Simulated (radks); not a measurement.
Valence configurations of S2+ (all share [Ne]). All-electron calculation, non-relativistic Kohn-Sham, LDA (Slater exchange, Perdew-Wang correlation), spin-unpolarised, spherical densities, point nucleus. Program: a radial shooting solver on a logarithmic mesh with Libxc functionals. Energies are relative to 3s2 3p2; eigenvalues in eV.

valence      E (eV)    e(3p)    e(3s)
3s2 3p2       0.000  -28.082  -39.256
3s1.5 3p2.5   5.595  -28.353  -39.559
3s1 3p3      11.206  -28.617  -39.854
3p4          22.473  -29.127        -

NIST lists [Ne] 3s2 3p2 as the ground configuration; this level of theory agrees among the configurations tried. The energies are those of spherical spin-averaged densities, not of single terms.
